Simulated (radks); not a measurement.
Effect of the nuclear size on the erbium ion Er+, [Xe] 4f12 6s1. All-electron calculation, Dirac Kohn-Sham, BLYP, spin-unpolarised, spherical densities, finite nucleus; open shells fill j = l - 1/2 first; Fermi nuclear charge, rms radius 5.2516 fm. Program: a radial shooting solver on a logarithmic mesh with Libxc functionals. The rms radius is varied about that value; shifts are against it.

| rms radius (fm) | total energy shift (eV) | density at nucleus (e/bohr^3) | 1s1/2 shift (meV) | 2s1/2 shift (meV) | 5s1/2 shift (meV) | 5p1/2 shift (meV) | 6s1/2 shift (meV) | 4f7/2 shift (meV) | 6p1/2 (empty) shift (meV) |
|---|---|---|---|---|---|---|---|---|---|
| 4.3798 | -9.85 | 9.203e+05 | -4030 | -539 | -4.26 | 0.241 | -0.351 | 0.558 | 0.082 |
| 4.9523 | -3.53 | 8.881e+05 | -1440 | -193 | -1.52 | 0.086 | -0.126 | 0.200 | 0.029 |
| 5.2516 | 0 | 8.731e+05 | 0.000 | 0.000 | 0.000 | 0.000 | 0.000 | 0.000 | 0.000 |
| 5.4197 | 2.04 | 8.652e+05 | 837 | 112 | 0.883 | -0.050 | 0.073 | -0.116 | -0.017 |
| 5.7978 | 6.81 | 8.484e+05 | 2790 | 372 | 2.94 | -0.166 | 0.243 | -0.386 | -0.057 |

Slopes of the eigenvalues against <r^2> in GHz/fm^2, as finite differences over the two radii next to the reference (eigenvalue slopes, not the field-shift constants of lines): 1s1/2 114000, 2s1/2 15200, 5s1/2 120, 5p1/2 -6.79, 6s1/2 9.91, 4f7/2 -15.7, 6p1/2 (empty) -2.31.
